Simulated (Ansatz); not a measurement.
```yaml
crystal:
  periodic: [false, false, false]
  atoms:
    - {symbol: O, position_ang: [0.551171, -0.825464, -0.718091]}
    - {symbol: C, position_ang: [0.841222, -0.695502, 0.503463]}
    - {symbol: O, position_ang: [0.224381, 0.181576, 1.169395]}
    - {symbol: Al, position_ang: [-0.720065, 0.590701, -0.453074]}
    - {symbol: H, position_ang: [1.604991, -1.324726, 0.971420]}
    - {symbol: H, position_ang: [-0.236527, 1.948439, -1.093682]}
    - {symbol: H, position_ang: [-2.203973, 0.056976, -0.425130]}
basis:
  gaussian: {orbitals: ANO-RCC-VTZP}
magnetization: {spin_polarized: true, initial_magnetization: 0}
hamiltonian: {xc: {name: HF}, pseudopotentials: {relativity: none}}
correlation: {method: ccsd}
```

```sh
$ ansatz run in.yaml --threads 2 --pin off --events-out ev --progress --plain --max-ram 4352MiB
```

Shortened log:

```
Functional definition: HF
1006 factors; integrals over basis functions are off by at most 1.0e-3 eV
mean field evaluation 1: about -11733.6963 eV, gradient 2.9e1 eV
mean field evaluation 2: about -11733.8288 eV, gradient 2.9e1 eV
mean field evaluation 4: about -11737.0405 eV, gradient 2.1e0 eV
mean field evaluation 8: about -11737.0810 eV, gradient 9.1e-2 eV
mean field -11737.08102857 eV, -431.3297721205 hartree, gradient 1.7e-6 eV, S^2 0.000000; 0 other end points of the search recorded, 0 dependent functions left out
8 core orbitals not correlated: weight in the atoms' cores, before any rotation towards them, 1.000 or more for the frozen orbitals, at most 0.000 for the correlated occupied ones
reference -11737.08102857 eV, -431.3297721205 hartree; 11, 11 occupied and 147, 147 virtual orbitals, 1006 factors
second order -19.08602101 eV of doubles, -0.00000000 eV of singles
cycle   1  -18.85096709 eV  change    2.4e-1 eV  update   1.2e-1
cycle   2  -19.41050083 eV  change   -5.6e-1 eV  update   3.6e-2
cycle   3  -19.55112432 eV  change   -1.4e-1 eV  update   1.9e-2
cycle   4  -19.53676495 eV  change    1.4e-2 eV  update   4.8e-3
cycle   5  -19.53565781 eV  change    1.1e-3 eV  update   2.2e-3
cycle   6  -19.53609710 eV  change   -4.4e-4 eV  update   5.0e-4
cycle   7  -19.53592906 eV  change    1.7e-4 eV  update   2.0e-4
cycle   8  -19.53594002 eV  change   -1.1e-5 eV  update   5.4e-5
cycle   9  -19.53595793 eV  change   -1.8e-5 eV  update   2.2e-5
WARN: the results are in doubt because the basis set is contracted for relativity, which is off
Total energy: -11756.61698649 eV, -432.0477053324 hartree
In doubt: the basis set is contracted for relativity, which is off
```

Hardware: 2 threads of an INTEL XEON PLATINUM 8581C on a shared host. Wall time 34 s, peak host memory 3.3 GiB.
